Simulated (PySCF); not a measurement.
# V (vanadium, neutral) across methods

[Ar] 3d2 4s2 4p1, one real determinant (an excited configuration). Computed with PySCF 2.14 in x2c-TZVPPall (6s5p4d2f1g, 64 functions), with scalar relativity by spin-free X2C-1e.

| method | E (hartree) | mean ε 4s α (eV) | mean ε 4s β (eV) | mean ε 4p α (eV) | Σ⟨r²⟩ (bohr²) | ⟨S²⟩ |
| --- | --- | --- | --- | --- | --- | --- |
| BLYP | -948.981 | -6.486 | -5.759 | -2.494 | 51.56 | 3.755 |
| TPSSh | -948.957 | -7.193 | -6.019 | -3.226 | 51.79 | 3.760 |
| r2SCAN | -948.893 | -6.937 | -5.872 | -3.020 | 51.97 | 3.765 |
| CAM-B3LYP | -948.995 | -8.787 | -7.651 | -4.409 | 51.57 | 3.761 |
| PBE | -948.702 | -6.731 | -5.803 | -2.806 | 51.61 | 3.756 |

Question: Estimate the same row for LDA.

Answer: E (hartree) = -946.712; mean ε 4s α (eV) = -6.880; mean ε 4s β (eV) = -5.969; mean ε 4p α (eV) = -2.767; Σ⟨r²⟩ (bohr²) = 51.32; ⟨S²⟩ = 3.754.

⟨L²⟩ = 13.98 against 20 for a pure G term, so this real determinant mixes terms.
